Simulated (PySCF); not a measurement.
C2H6AlFIN, SMILES C[N](C)[Al]([F])[I]. Atoms are numbered in the order given.

```xyz
12

Al     0.6521    -0.7308     0.0000
F      2.2883    -1.0221     0.0000
I     -0.1614     1.5836     0.0000
N     -0.4473    -2.1106     0.0000
C      0.0440    -3.4704     0.0000
C     -1.8867    -2.0179     0.0000
H     -0.3026    -4.0288    -0.8910
H     -0.3026    -4.0288     0.8910
H      1.1442    -3.4907     0.0000
H     -2.3268    -2.5063     0.8909
H     -2.3268    -2.5063    -0.8909
H     -2.2165    -0.9679     0.0000
```

The structure is a stationary point at PBE0-D3(BJ)/def2-SVP. The def2 effective core potentials stand for the cores of I; spin–orbit coupling is left out. Other conformers were not sampled.

The numbers are results of PySCF with M06-2X/def2-TZVP, not measurements.

ESP charges are fitted to the potential on shells at 1.4 to 2.0 van der Waals radii. Atomic charges (e):

```csv
atom,ESP fit,Mulliken,Löwdin
Al1,0.68,0.60,-0.31
F2,-0.37,-0.36,-0.03
I3,(withheld),-0.21,0.29
N4,(withheld),-0.23,-0.01
C5,-0.34,-0.34,-0.32
C6,-0.60,-0.33,-0.33
H7,(withheld),0.14,0.11
H8,(withheld),0.14,0.11
H9,(withheld),0.16,0.13
H10,(withheld),0.14,0.11
H11,(withheld),0.14,0.11
H12,(withheld),0.15,0.12
```

**Question.** Complete the blanks. (Estimate from the structure and the level; the computed values follow.)

**Answer.** 
- I3, ESP fit: -0.18
- N4, ESP fit: -0.07
- H7, ESP fit: 0.11
- H8, ESP fit: 0.11
- H9, ESP fit: 0.14
- H10, ESP fit: 0.19
- H11, ESP fit: 0.19
- H12, ESP fit: 0.14
